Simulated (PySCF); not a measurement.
Al(F)(OMe)(NH2) (CH5AlFNO), SMILES C[O][Al]([NH2])[F].

Coordinates come from a r2SCAN-D4/def2-SVP optimisation. The structure was generated by enumeration; whether it is a known compound was not checked. Other conformers were not sampled.

Two levels are set side by side: PBE/def2-TZVP (PySCF) and r2SCAN/def2-TZVP (PySCF). Same geometry, gas phase. Differences are taken from unrounded values.

| quantity | r2SCAN | PBE | PBE minus r2SCAN |
|---|---|---|---|
| orbital gap (eV) | 5.72 | 4.91 | -0.81 |
| highest occupied level (eV) | -6.39 | -6.09 | 0.30 |
| lowest empty level (eV) | -0.67 | -1.17 | -0.51 |
| dipole moment (D) | 1.40 | 1.42 | 0.01 |
| mean polarisability (bohr³) | 45.7 | 47.7 | 2.0 |

Rough cost on one machine, each run with all the roots and properties that it gave: r2SCAN against PBE about 4 times.
